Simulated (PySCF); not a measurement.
**How methods differ on the ionisation energy of Hg⁴³⁺**

Hg⁴³⁺ [Kr] 4d1 [4d3/2^1, M_J = 3/2] → Hg⁴⁴⁺ [Kr], as a difference of total energies. Computed with PySCF 2.14 in an uncontracted even-tempered set (16 s from 5.5 bohr⁻², ratio 2.8; 14 p from 7.2 bohr⁻², ratio 2.8; 9 d from 7.2 bohr⁻², ratio 2.8; 3 f from 25 bohr⁻², ratio 3), with the two-component X2C-1e Hamiltonian. Correlated levels: [Ar] 3d10 frozen; the 96 highest virtual spinors dropped. "Screened" scales the spin-orbit matrix elements by Boettger's factors to mimic the two-electron term; Breit and QED terms are absent.

| method | ionisation energy (eV) |
| --- | --- |
| GHF (spin-free) | 2097.3 |
| GMP2 (spin-free) | 2097.3 |
| GHF (screened spin-orbit) | 2114.9 |
| GMP2 (screened spin-orbit) | 2115.0 |

Breit and QED terms and the two-electron picture change are absent.

The spin-free rows lack the spin-orbit shift.

For comparison: 2113 ± 4 eV (theoretical estimate listed by NIST; NIST Atomic Spectra Database, ionization energies).
